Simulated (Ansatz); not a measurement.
Job for Ansatz (an electronic-structure program): R-B2PLYP/def2-TZVPP on CH4F2OSi (SMILES O[SiH2]C(F)F).

Ansatz 0.2 input:
```yaml
crystal:
  periodic: [false, false, false]
  atoms:
    - {symbol: O, position_ang: [-1.34973234, 0.96806007, -0.60134566]}
    - {symbol: Si, position_ang: [-0.64346492, -0.37481309, 0.02249589]}
    - {symbol: C, position_ang: [1.21879829, 0.03133682, 0.20619637]}
    - {symbol: F, position_ang: [1.40566941, 1.11162329, 1.03887925]}
    - {symbol: F, position_ang: [1.77392785, 0.35132649, -1.01232154]}
    - {symbol: H, position_ang: [-2.29413253, 0.98530906, -0.76946039]}
    - {symbol: H, position_ang: [-1.16033236, -0.72456064, 1.36643546]}
    - {symbol: H, position_ang: [-0.75872884, -1.55237763, -0.86947739]}
    - {symbol: H, position_ang: [1.80799544, -0.79590438, 0.61859801]}
basis:
  gaussian:
    orbitals: def2-TZVPP
hamiltonian:
  xc: {name: B2PLYP}
magnetization: {spin_polarized: false}
correlation: {electrons: outside_noble_gas}
scf: {lower_state_search: off}
```

Program output:

```
WARN ansatz: RAYON_NUM_THREADS=4 ignored (pool sized by the plan → 4); use --threads N
Functional definition: B2PLYP
these checks for a lower state are left out or cut short: stability, starts, cluster_reference, orbital_swaps, neighbouring_geometries, increment
integrals: 0.44 GiB planned
1367 factors; integrals over basis functions are off by at most 8.9e-4 eV
mean field: 1.15 GiB planned
mean field evaluation 1: about -16443.7704 eV, gradient 5.2e1 eV
mean field evaluation 2: about -16443.9013 eV, gradient 5.2e1 eV
mean field evaluation 4: about -16448.0622 eV, gradient 3.7e0 eV
mean field evaluation 8: about -16448.1010 eV, gradient 4.0e-1 eV
mean field evaluation 16: about -16448.1012 eV, gradient 7.2e-5 eV
mean field -16448.10122751 eV, -604.4565711877 hartree, gradient 2.1e-6 eV, S^2 0.000000; 0 other end points of the search recorded, 0 dependent functions left out
9 core orbitals not correlated
reference -16448.10137799 eV, -604.4565767175 hartree; 16, 16 occupied and 197, 197 virtual orbitals, 1367 factors
second order -33.29821910 eV of doubles, -0.00000000 eV of singles
Total energy: -16457.09189714 eV, -604.7869722025 hartree
Checks for a lower state left out: stability, starts, cluster_reference, orbital_swaps, neighbouring_geometries, increment
```

Self-consistency was reached.

Cost: around 7 core-seconds (rough).
